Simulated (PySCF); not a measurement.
CH₃AlFI, SMILES [CH3][Al]([F])[I]. Atoms are numbered in the order given.

```xyz
7

Al     0.1196    -1.2801     0.4444
F     -1.1014    -2.3385     0.0367
I     -0.1351     1.0404    -0.3815
C      1.6243    -1.8929     1.4981
H      2.3111    -1.0734     1.7579
H      2.1908    -2.6567     0.9385
H      1.2724    -2.3673     2.4295
```
Charge 0, spin multiplicity 1.

Geometry: B3LYP-D3(BJ)/def2-SVP. The def2 effective core potentials stand for the cores of I; spin–orbit coupling is left out.

Computed with PySCF with TDA-B3LYP/def2-SVPD.

Vertical excitations. The molecule is in vacuum.

```json
[
 {"state": "S1", "energy (eV)": "5.31", "λ (nm)": "233", "f": "0.000", "main pairs": "HOMO→LUMO+1 93 %"},
 {"state": "S2", "energy (eV)": "5.42", "λ (nm)": "229", "f": "0.035", "main pairs": "HOMO→LUMO 92 %"},
 {"state": "S3", "energy (eV)": "5.59", "λ (nm)": "222", "f": "0.049", "main pairs": "HOMO−1→LUMO 96 %"},
 {"state": "S4", "energy (eV)": "5.84", "λ (nm)": "212", "f": "0.030", "main pairs": "HOMO−1→LUMO+1 86 %"},
 {"state": "S5", "energy (eV)": "6.29", "λ (nm)": "197", "f": "0.002", "main pairs": "HOMO−2→LUMO+1 95 %"},
 {"state": "S6", "energy (eV)": "6.79", "λ (nm)": "183", "f": "0.323", "main pairs": "HOMO−2→LUMO 78 %"},
 {"state": "S7", "energy (eV)": "7.15", "λ (nm)": "173", "f": "0.009", "main pairs": "HOMO→LUMO+2 94 %"},
 {"state": "S8", "energy (eV)": "7.33", "λ (nm)": "169", "f": "0.013", "main pairs": "HOMO−1→LUMO+2 92 %"},
 {"state": "S9", "energy (eV)": "7.40", "λ (nm)": "168", "f": "0.128", "main pairs": "HOMO→LUMO+3 83 %"},
 {"state": "S10", "energy (eV)": "7.50", "λ (nm)": "165", "f": "0.030", "main pairs": "HOMO−1→LUMO+3 92 %"},
 {"state": "T1", "energy (eV)": "5.12", "λ (nm)": "242", "f": "0", "main pairs": "HOMO→LUMO 96 %"},
 {"state": "T2", "energy (eV)": "5.19", "λ (nm)": "239", "f": "0", "main pairs": "HOMO→LUMO+1 99 %"},
 {"state": "T3", "energy (eV)": "5.20", "λ (nm)": "238", "f": "0", "main pairs": "HOMO−1→LUMO+1 90 %"},
 {"state": "T4", "energy (eV)": "5.28", "λ (nm)": "235", "f": "0", "main pairs": "HOMO−1→LUMO 87 %"}
]
```
Triplets are in the Tamm–Dancoff approximation.
